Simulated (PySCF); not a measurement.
Spectrum to structure. Level of theory: TDDFT PBE0/def2-SVPD, vertical, gas phase, core orbitals frozen in the response in PySCF 2.14.0, density-fitted response routines. Geometries: GFN2-xTB, one conformer each.

```json
{"state": "S1", "ν̃ (cm⁻¹)": "60300", "f": "0.0087", "main configurations (H = HOMO, L = LUMO)": "H→L (93%)"}
{"state": "S2", "ν̃ (cm⁻¹)": "67710", "f": "0.040", "main configurations (H = HOMO, L = LUMO)": "H→L+1 (86%)"}
{"state": "S3", "ν̃ (cm⁻¹)": "69830", "f": "0.0069", "main configurations (H = HOMO, L = LUMO)": "H→L+2 (85%)"}
{"state": "S4", "ν̃ (cm⁻¹)": "71410", "f": "0.0017", "main configurations (H = HOMO, L = LUMO)": "H-1→L (91%)"}
{"state": "S5", "ν̃ (cm⁻¹)": "72470", "f": "0.020", "main configurations (H = HOMO, L = LUMO)": "H→L+3 (63%), H→L+4 (21%)"}
{"state": "S6", "ν̃ (cm⁻¹)": "74230", "f": "0.013", "main configurations (H = HOMO, L = LUMO)": "H→L+4 (63%), H→L+3 (24%)"}
```

Question: Which candidate is it? All have the formula C4H6F4O.
A. `O([C@@H](C)F)[C@H](F)C(F)F`
B. `OC[C@H](F)CC(F)(F)F`
C. `FCCCOC(F)(F)F`

Answer: B. Its S1, at 7.48 eV, is the lowest among the candidates; the nearest of the others has S1 at 8.89 eV. S1 is HOMO→LUMO (93%). Löwdin shares by element: HOMO oxygen 58%, carbon 24% or more, hydrogen 6% or more; LUMO oxygen 24%, hydrogen 16% or more, carbon 13% or more, fluorine 10% or more (atoms not listed hold the other 38%). At the same level the other candidates give, for their lowest levels:
- `C[C@@H](F)O[C@H](F)C(F)F`: 9.05 eV (f 0.035); 9.11 eV (f 0.011); 9.47 eV (f 0.016); 9.49 eV (f 0.018); 9.64 eV (f 0.013); T1 8.72 eV; HOMO -9.66, LUMO 0.65 eV
- `FCCCOC(F)(F)F`: 8.89 eV (f 0.002); 9.19 eV (f 0.021); 9.38 eV (f 0.003); 9.47 eV (f 0.004); 9.63 eV (f 0.023); T1 8.69 eV; HOMO -9.53, LUMO 0.55 eV

The values belong to the conformer `[OH:1][CH2:2][C@H:3]([F:4])[CH2:5][C:6]([F:7])([F:8])[F:9]`: O1–C2–C3–F4 65°, C2–C3–C5–C6 -91°, C3–C5–C6–F7 180°, H–O1–C2–C3 -62°.
Triplets come from the Tamm–Dancoff approximation.
